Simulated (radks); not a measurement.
Results of a calculation; reference values are marked as such.
Species: I2+. Configuration: [Kr] 4d10 5s2 5p3. Level of theory: scalar-relativistic Kohn-Sham, PBE, spin-polarised, spherical densities, finite nucleus; open shells are filled with parallel spins first (spin-orbit coupling, left out, can overturn this in heavy ions); Fermi nuclear charge, rms radius 4.75 fm (a radial shooting solver on a logarithmic mesh with Libxc functionals).

Normalised radial functions P(r) = r R(r), r in bohr:

r,4d up
0.004522,0.0002
0.005984,0.0005
0.007981,0.0010
0.01056,0.0022
0.01408,0.0048
0.01863,0.0100
0.02466,0.0206
0.03289,0.0419
0.04351,0.0805
0.05803,0.1490
0.07679,0.2529
0.1024,0.3963
0.1355,0.5416
0.1793,0.6218
0.2391,0.5296
0.3164,0.1944
0.422,-0.3543
0.5584,-0.8792
0.7447,-1.1407
0.9854,-1.0239
1.304,-0.6843
1.739,-0.3348
2.301,-0.1191
3.069,-0.0261
4.06,-0.0034
5.416,-0.0002
7.165,0.0000

4d up: eigenvalue -70.608 eV, 1 radial node at r = 0.353 bohr, <r> = 0.921 bohr, 90 % of the charge inside 1.41 bohr.
